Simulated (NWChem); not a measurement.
System: BNH$_{2}$F$_{2}$; SMILES FB(F)N

Here is an NWChem input.

```
start job
memory heap 200 mb stack 900 mb global 1100 mb
geometry units angstroms noautosym nocenter noautoz
  B     -0.000568    -0.041210     0.000000
  F      1.132169    -0.749724     0.000000
  F     -1.156871    -0.710522     0.000000
  N      0.023631     1.358710     0.000000
  H     -0.816890     1.916138     0.000000
  H      0.883362     1.886037     0.000000
end
basis spherical
  * library def2-svp
end
dft
  xc b3lyp
  iterations 150
  mulliken
end
task dft energy
esp
  recalculate
  probe 0.07
  range 0.3
  factor 1.0
  spacing 0.02
end
task esp
```

NWChem printed, in part:

```
             Northwest Computational Chemistry Package (NWChem) 7.3.0
             --------------------------------------------------------

                             Geometry "geometry" -> ""
                             -------------------------

 Output coordinates in angstroms (scale by  1.889725989 to convert to a.u.)

  No.       Tag          Charge          X              Y              Z
 ---- ---------------- ---------- -------------- -------------- --------------
    1 B                    5.0000    -0.00056800    -0.04121000     0.00000000
    2 F                    9.0000     1.13216900    -0.74972400     0.00000000
    3 F                    9.0000    -1.15687100    -0.71052200     0.00000000
    4 N                    7.0000     0.02363100     1.35871000     0.00000000
    5 H                    1.0000    -0.81689000     1.91613800     0.00000000
    6 H                    1.0000     0.88336200     1.88603700     0.00000000

 Effective nuclear repulsion energy (a.u.)     112.2208371575

                                 NWChem DFT Module
                                 -----------------

 Summary of "ao basis" -> "ao basis" (spherical)
 ------------------------------------------------------------------------------
       Tag                 Description            Shells   Functions and Types
 ---------------- ------------------------------  ------  ---------------------
 B                          def2-svp                 6       14   3s2p1d
 F                          def2-svp                 6       14   3s2p1d
 N                          def2-svp                 6       14   3s2p1d
 H                          def2-svp                 3        5   2s1p

            General Information
            -------------------
          SCF calculation type: DFT
          Wavefunction type:  closed shell.
          No. of atoms     :     6
          No. of electrons :    32
           Alpha electrons :    16
            Beta electrons :    16
          Charge           :     0
          Spin multiplicity:     1
          Use of symmetry is: off; symmetry adaption is: off
          Maximum number of iterations: 150
          AO basis - number of functions:    66
                     number of shells:    30
          Convergence on energy requested:  1.00D-06
          Convergence on density requested:  1.00D-05
          Convergence on gradient requested:  5.00D-04

              XC Information
              --------------
                         B3LYP Method XC Potential
                     Hartree-Fock (Exact) Exchange  0.200
                        Slater Exchange Functional  0.800 local
                    Becke 1988 Exchange Functional  0.720 non-local
              Lee-Yang-Parr Correlation Functional  0.810
                  VWN I RPA Correlation Functional  0.190 local

             Grid Information
             ----------------
          Grid used for XC integration:  medium
          Radial quadrature: Mura-Knowles
          Angular quadrature: Lebedev.
          Tag              B.-S. Rad. Rad. Pts. Rad. Cut. Ang. Pts.
          ---              ---------- --------- --------- ---------
          B                   0.85       49           8.0       434
          F                   0.50       49           9.0       434
          N                   0.65       49           7.0       434
          H                   0.35       45           8.0       434
          Grid pruning is: on
          Number of quadrature shells:   286
          Spatial weights used:  Erf1

      Superposition of Atomic Density Guess
      -------------------------------------

 Sum of atomic energies:        -278.33175701

      Non-variational initial energy
      ------------------------------

 Total energy =    -279.662309
 1-e energy   =    -607.445130
 2-e energy   =     215.561984
 HOMO         =      -0.380711
 LUMO         =       0.083808

     ---------------------------------------------
      Total Density - Mulliken Population Analysis
     ---------------------------------------------

    Atom       Charge   Shell Charges
 -----------   ------   -------------------------------------------------------
    1 B    5     4.21   1.99  0.69  0.07  1.05  0.19  0.22
    2 F    9     9.38   1.99  1.14  0.73  3.50  2.01  0.00
    3 F    9     9.38   1.99  1.14  0.73  3.50  2.01  0.00
    4 N    7     7.53   1.99  1.00  0.38  2.61  1.54  0.01
    5 H    1     0.75   0.59  0.12  0.05
    6 H    1     0.75   0.59  0.12  0.05

   convergence    iter        energy       DeltaE   RMS-Dens  Diis-err
 ---------------- ----- ----------------- --------- --------- ---------
 d= 0,ls=0.0,diis     1   -280.3742162663 -3.93D+02  1.55D-02  6.87D-01
 d= 0,ls=0.0,diis     2   -280.3764611374 -2.24D-03  7.19D-03  9.30D-01
 d= 0,ls=0.0,diis     3   -280.4521978644 -7.57D-02  1.02D-03  1.64D-02
 d= 0,ls=0.0,diis     4   -280.4532382756 -1.04D-03  4.47D-04  2.17D-03
 d= 0,ls=0.0,diis     5   -280.4534073790 -1.69D-04  1.38D-04  3.65D-04
  Resetting Diis
 d= 0,ls=0.0,diis     6   -280.4534465294 -3.92D-05  2.12D-05  2.40D-06
 d= 0,ls=0.0,diis     7   -280.4534468165 -2.87D-07  5.27D-06  1.09D-07

         Total DFT energy =     -280.453446816529
      One electron energy =     -610.606634714527
           Coulomb energy =      250.692994190171
    Exchange-Corr. energy =      -32.760643449701
 Nuclear repulsion energy =      112.220837157528

 Numeric. integr. density =       32.000002049863

                       DFT Final Molecular Orbital Analysis
                       ------------------------------------

 Vector   14  Occ=2.000000D+00  E=-4.118707D-01
              MO Center= -4.8D-03, -2.9D-01, -1.3D-09, r^2= 2.2D+00
   Bfn.  Coefficient  Atom+Function         Bfn.  Coefficient  Atom+Function
  ----- ------------  ---------------      ----- ------------  ---------------
    33      0.413257  3 F  py                19      0.411034  2 F  py
    47      0.264737  4 N  py                36     -0.261458  3 F  py
    22     -0.259420  2 F  py                45      0.159650  4 N  s
     5     -0.154031  1 B  py                50     -0.117408  4 N  py
     8     -0.116598  1 B  py                57     -0.091949  5 H  s

 Vector   15  Occ=2.000000D+00  E=-3.990622D-01
              MO Center= -1.1D-02, -6.4D-01,  2.0D-09, r^2= 1.9D+00
   Bfn.  Coefficient  Atom+Function         Bfn.  Coefficient  Atom+Function
  ----- ------------  ---------------      ----- ------------  ---------------
    33     -0.353093  3 F  py                19      0.341749  2 F  py
    18      0.339204  2 F  px                32      0.327267  3 F  px
    36      0.244485  3 F  py                22     -0.237301  2 F  py
    21     -0.215306  2 F  px                35     -0.207028  3 F  px
    46     -0.082349  4 N  px                 7     -0.076127  1 B  px

 Vector   16  Occ=2.000000D+00  E=-2.968883D-01
              MO Center=  1.9D-02,  1.1D+00, -1.4D-09, r^2= 1.3D+00
   Bfn.  Coefficient  Atom+Function         Bfn.  Coefficient  Atom+Function
  ----- ------------  ---------------      ----- ------------  ---------------
    48      0.551951  4 N  pz                51     -0.447403  4 N  pz
     6      0.152882  1 B  pz                20     -0.153039  2 F  pz
    34     -0.152998  3 F  pz                23      0.116419  2 F  pz
    37      0.116388  3 F  pz                 9     -0.054556  1 B  pz
    11     -0.039966  1 B  d -1

 Vector   17  Occ=0.000000D+00  E= 4.350431D-02
              MO Center=  2.8D-02,  1.6D+00, -2.9D-08, r^2= 4.3D+00
   Bfn.  Coefficient  Atom+Function         Bfn.  Coefficient  Atom+Function
  ----- ------------  ---------------      ----- ------------  ---------------
    45      1.387106  4 N  s                 58     -0.855128  5 H  s
    63     -0.854903  6 H  s                  3     -0.728565  1 B  s
    44      0.226679  4 N  s                 50      0.223512  4 N  py
    17      0.204459  2 F  s                 31      0.204494  3 F  s
    43      0.129067  4 N  s                 47     -0.121266  4 N  py

[...]

                     NWChem Electrostatic Potential Fit Module
                     -----------------------------------------

 Atom parameters

 Number of atoms is                                    6
 Number of basis functions is                         66

 Grid parameters

 Maximum number of grid points is                  28985
 Number of grid points is                          28984
 Grid range                                     0.300000 nm
 Grid spacing                                   0.020000 nm
 Probe radius                                   0.070000 nm
 Atom radius factor                             1.000000

 Atomic radii

    1    0.100000
    5    0.158000
    7    0.140000
    9    0.128000
 FASTESP  F
  using M.O. file = ./job.movecs

    Atom              Coordinates                           Charge

                                                  ESP

    1 B    -0.000057   -0.004121    0.000000    0.832286
    2 F     0.113217   -0.074972    0.000000   -0.326921
    3 F    -0.115687   -0.071052    0.000000   -0.326374
    4 N     0.002363    0.135871    0.000000   -0.906049
    5 H    -0.081689    0.191614    0.000000    0.363494
    6 H     0.088336    0.188604    0.000000    0.363563
                                            ------------
                                                0.000000

 Dipole moment                                  1.122345

 Quadrupole moment Qxx                         -1.672205
                   Qyy                         -0.194508
                   Qzz                          1.866713

 RMS deviation kJ/mol                           0.048078

 RRMS %                                        16.160545
```

Level: B3LYP/def2-SVP. Coordinates come from a B3LYP/6-31G* (spherical d) optimisation.
